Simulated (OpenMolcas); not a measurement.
# Mo4+: effect of the metal basis and ligand basis

Mo4+ with 4 ligands (chloride) in tetrahedral coordination (Td) at 2.28 Å.

```yaml
Program: OpenMolcas 26.06
Method: "SS-CASPT2, IPEA 0.25 Eh, imaginary shift 0.1 Eh (closed shells correlated: 4s 4p and the ligand valence shells)"
Spin-orbit_coupling: RASSI with atomic mean-field integrals over the reference wave functions
```

Fixed: active space 2 electrons in 5 orbitals (4d), DKH2 Hamiltonian.

States (labels of Td). Energies in cm-1 above the lowest state or level, χT in cm3 K/mol; 10Dq and B are least-squares fits to the states below 45000 cm-1, weighted by degeneracy, with a free offset, and given where the rms deviation is under 5 % of |10Dq| (or 100 cm-1) and under 700 cm-1; 10Dq is negative for this site.

```tsv
Run	Metal basis	Ligand basis	Ground state	First state of that spin	10Dq	B (rms of fit)	First gap with spin-orbit (degeneracies)	χT at 300 K	First state of another spin	Cost
A	ANO-RCC-VDZP	ANO-RCC-VDZP	3A2	3T2 10310			6150 (3, 2)	0.862	1E 6280	roughly 80 core-seconds
B	ANO-RCC-VTZP	ANO-RCC-VTZP	3A2	3T2 10790	-10571	405 (465)	5640 (3, 2)	0.866	1E 5740	roughly 11 core-minutes
```

Against A, the first state of the same spin changes by +4.7 % in B.

Costs are those of the CASPT2 steps.

Roots that are degenerate in the reference are averaged as groups; the widest CASPT2 spread within a group is 830 cm-1 (the 3-fold group of multiplicity 1 near 16100 cm-1 above the lowest state of its run, A). Shifts and gaps below about the spread of the groups concerned are not significant. Over all roots computed the reference weight is 0.69 to 0.71 in A, 0.67 to 0.68 in B; a low but even weight reflects the number of correlated electrons. Ligand-to-metal charge-transfer states are missing. With no ligand orbital active B as a rule stays too high, so bands that hang on it stand too high and its fall with covalency is understated. With one d shell and no ligand orbital active, 10Dq can be off by a tenth or more. The least metal-like active orbital is 70 % on the metal (Löwdin) and no ligand orbital is active, so the numbers are rough (holds for A). The least metal-like active orbital is 66 % on the metal (Löwdin) and no ligand orbital is active, so the numbers are rough (holds for B). No measured value stands beside these numbers; the geometry was imposed, not optimised, and the real ion may take another.
